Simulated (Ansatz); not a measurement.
Start from `[SiH3][GeH]1[CH2][SiH2]1` and change one atom or group to get `[CH2]1[SiH2][GeH2]1`.

Ansatz, PBE0-D4/def2-TZVP geometries, multiplicity 1. 

Scalar relativity is left out up to krypton.

| property | `[SiH3][GeH]1[CH2][SiH2]1` |
| --- | --- |
| HOMO energy (PBE0/def2-TZVPP) / eV | -6.55 |
| HOMO–LUMO gap (PBE0/def2-TZVPP) / eV | 6.04 |
| HOMO–LUMO gap (PBE/def2-TZVPP) / eV | 4.29 |
| LUMO energy (PBE/def2-TZVPP) / eV | -1.31 |
| LUMO energy (ωB97M-V/def2-TZVPP) / eV | 1.18 |
| LUMO energy (PBE0/def2-TZVPP) / eV | -0.51 |

(1) Give the same properties after the change, and the shifts. (Best estimate.)

Answers

(1) Computed: 
```json
{"property": "HOMO energy (PBE0/def2-TZVPP) / eV", "`[CH2]1[SiH2][GeH2]1`": "-6.60", "shift": "-0.05"}
{"property": "HOMO–LUMO gap (PBE0/def2-TZVPP) / eV", "`[CH2]1[SiH2][GeH2]1`": "6.33", "shift": "0.29"}
{"property": "HOMO–LUMO gap (PBE/def2-TZVPP) / eV", "`[CH2]1[SiH2][GeH2]1`": "4.53", "shift": "0.24"}
{"property": "LUMO energy (PBE/def2-TZVPP) / eV", "`[CH2]1[SiH2][GeH2]1`": "-1.10", "shift": "0.21"}
{"property": "LUMO energy (ωB97M-V/def2-TZVPP) / eV", "`[CH2]1[SiH2][GeH2]1`": "1.43", "shift": "0.25"}
{"property": "LUMO energy (PBE0/def2-TZVPP) / eV", "`[CH2]1[SiH2][GeH2]1`": "-0.27", "shift": "0.24"}
```

With PBE0 the HOMO falls by 0.05 eV and the LUMO rises by 0.24 eV, so the gap widens by about 0.29 eV. PBE moves the HOMO by -0.03 eV and ωB97M-V by -0.09 eV. The zero-point energy changes by -46.4 kJ/mol with -9 modes.

Positive LUMOs are unbound, so they and the gaps depend on the basis.
